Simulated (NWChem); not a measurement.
Program: NWChem. System: C3H9As, charge 0, spin multiplicity 1, displaced from the optimised geometry.

Job file:

```
start mol
memory heap 200 mb stack 900 mb global 1100 mb
geometry units angstroms nocenter noautoz
  C     -0.975044    -0.321465     1.516836
  As     0.111049     0.474703     0.000000
  C     -0.975044    -0.321465    -1.516836
  C      1.584633    -0.919304     0.000000
  H     -1.149917    -1.429491     1.370949
  H     -1.973135     0.205419     1.578890
  H     -0.429917    -0.158135     2.493455
  H     -1.149917    -1.429491    -1.370949
  H     -0.429917    -0.158135    -2.493455
  H     -1.973135     0.205419    -1.578890
  H      1.168286    -1.971184     0.000000
  H      2.232882    -0.778095    -0.915167
  H      2.232882    -0.778095     0.915167
  symmetry group Cs
end
basis spherical
  * library def2-svp
end
dft
  xc b3lyp
  semidirect memsize 60000000 filesize 0
  iterations 100
  convergence nodiis damp 40
end
task dft gradient
```

The output up to the point where the run's verdict is printed (cleaned and shortened):

```
             Northwest Computational Chemistry Package (NWChem) 7.3.0
             --------------------------------------------------------

                                NWChem Input Module
                                -------------------

 Scaling coordinates for geometry "geometry" by  1.889725989
 (inverse scale =  0.529177249)

 Turning off AUTOSYM since
 SYMMETRY directive was detected!

                             Geometry "geometry" -> ""
                             -------------------------

 Output coordinates in angstroms (scale by  1.889725989 to convert to a.u.)

  No.       Tag          Charge          X              Y              Z
 ---- ---------------- ---------- -------------- -------------- --------------
    1 C                    6.0000    -0.97504400    -0.32146500     1.51683600
    2 As                  33.0000     0.11104900     0.47470300     0.00000000
    3 C                    6.0000    -0.97504400    -0.32146500    -1.51683600
    4 C                    6.0000     1.58463300    -0.91930400     0.00000000
    5 H                    1.0000    -1.14991700    -1.42949100     1.37094900
    6 H                    1.0000    -1.97313500     0.20541900     1.57889000
    7 H                    1.0000    -0.42991700    -0.15813500     2.49345500
    8 H                    1.0000    -1.14991700    -1.42949100    -1.37094900
    9 H                    1.0000    -0.42991700    -0.15813500    -2.49345500
   10 H                    1.0000    -1.97313500     0.20541900    -1.57889000
   11 H                    1.0000     1.16828600    -1.97118400     0.00000000
   12 H                    1.0000     2.23288200    -0.77809500    -0.91516700
   13 H                    1.0000     2.23288200    -0.77809500     0.91516700

 Effective nuclear repulsion energy (a.u.)     281.6264081021

            Nuclear Dipole moment (a.u.)
            ----------------------------
        X                 Y               Z
 ---------------- ---------------- ----------------
    -0.0000018897     0.0000132281     0.0000000000

      Symmetry information
      --------------------
[...]
 d= 0,ls=0.5         52  -2237.7040317868 -1.97D+02  3.92D-01              43.3
 d= 0,ls=0.5         53  -2040.3806166032  1.97D+02  3.92D-01              44.1
 d= 0,ls=0.5         54  -2237.7040317868 -1.97D+02  3.92D-01              44.9
 d= 0,ls=0.5         55  -2040.3806166032  1.97D+02  3.92D-01              45.6
 d= 0,ls=0.5         56  -2237.7040317868 -1.97D+02  3.92D-01              46.3
 d= 0,ls=0.5         57  -2040.3806166032  1.97D+02  3.92D-01              47.1
 d= 0,ls=0.5         58  -2237.7040317868 -1.97D+02  3.92D-01              47.8
 d= 0,ls=0.5         59  -2040.3806166032  1.97D+02  3.92D-01              48.5
 d= 0,ls=0.5         60  -2237.7040317868 -1.97D+02  3.92D-01              49.3
 d= 0,ls=0.5         61  -2040.3806166032  1.97D+02  3.92D-01              50.0
 d= 0,ls=0.5         62  -2237.7040317868 -1.97D+02  3.92D-01              50.8
 d= 0,ls=0.5         63  -2040.3806166032  1.97D+02  3.92D-01              51.5
 d= 0,ls=0.5         64  -2237.7040317868 -1.97D+02  3.92D-01              52.1
 d= 0,ls=0.5         65  -2040.3806166032  1.97D+02  3.92D-01              52.7
 d= 0,ls=0.5         66  -2237.7040317868 -1.97D+02  3.92D-01              53.3
 d= 0,ls=0.5         67  -2040.3806166032  1.97D+02  3.92D-01              53.8
 d= 0,ls=0.5         68  -2237.7040317868 -1.97D+02  3.92D-01              54.4
 d= 0,ls=0.5         69  -2040.3806166032  1.97D+02  3.92D-01              55.0
 d= 0,ls=0.5         70  -2237.7040317868 -1.97D+02  3.92D-01              55.6
 d= 0,ls=0.5         71  -2040.3806166032  1.97D+02  3.92D-01              56.2
 d= 0,ls=0.5         72  -2237.7040317868 -1.97D+02  3.92D-01              56.8
 d= 0,ls=0.5         73  -2040.3806166032  1.97D+02  3.92D-01              57.3
 d= 0,ls=0.5         74  -2237.7040317868 -1.97D+02  3.92D-01              57.9
 d= 0,ls=0.5         75  -2040.3806166032  1.97D+02  3.92D-01              58.5
 d= 0,ls=0.5         76  -2237.7040317868 -1.97D+02  3.92D-01              59.1
 d= 0,ls=0.5         77  -2040.3806166032  1.97D+02  3.92D-01              59.7
 d= 0,ls=0.5         78  -2237.7040317868 -1.97D+02  3.92D-01              60.3
 d= 0,ls=0.5         79  -2040.3806166032  1.97D+02  3.92D-01              61.1
 d= 0,ls=0.5         80  -2237.7040317868 -1.97D+02  3.92D-01              61.8
 d= 0,ls=0.5         81  -2040.3806166032  1.97D+02  3.92D-01              62.6
 d= 0,ls=0.5         82  -2237.7040317868 -1.97D+02  3.92D-01              63.3
 d= 0,ls=0.5         83  -2040.3806166032  1.97D+02  3.92D-01              63.9
 d= 0,ls=0.5         84  -2237.7040317868 -1.97D+02  3.92D-01              64.5
 d= 0,ls=0.5         85  -2040.3806166032  1.97D+02  3.92D-01              65.1
 d= 0,ls=0.5         86  -2237.7040317868 -1.97D+02  3.92D-01              65.7
 d= 0,ls=0.5         87  -2040.3806166032  1.97D+02  3.92D-01              66.3
 d= 0,ls=0.5         88  -2237.7040317868 -1.97D+02  3.92D-01              67.3
 d= 0,ls=0.5         89  -2040.3806166032  1.97D+02  3.92D-01              68.1
 d= 0,ls=0.5         90  -2237.7040317868 -1.97D+02  3.92D-01              69.0
 d= 0,ls=0.5         91  -2040.3806166032  1.97D+02  3.92D-01              69.9
 d= 0,ls=0.5         92  -2237.7040317868 -1.97D+02  3.92D-01              70.8
 d= 0,ls=0.5         93  -2040.3806166032  1.97D+02  3.92D-01              71.7
 d= 0,ls=0.5         94  -2237.7040317868 -1.97D+02  3.92D-01              72.5
 d= 0,ls=0.5         95  -2040.3806166032  1.97D+02  3.92D-01              73.2
 d= 0,ls=0.5         96  -2237.7040317868 -1.97D+02  3.92D-01              73.8
 d= 0,ls=0.5         97  -2040.3806166032  1.97D+02  3.92D-01              74.4
 d= 0,ls=0.5         98  -2237.7040317868 -1.97D+02  3.92D-01              75.0
 d= 0,ls=0.5         99  -2040.3806166032  1.97D+02  3.92D-01              75.6
 d= 0,ls=0.5        100  -2237.7040317868 -1.97D+02  3.92D-01              76.3
```

Convergence was not reached. The next line reads: Calculation failed to converge. NWChem stopped with the message: dft gradient failed.
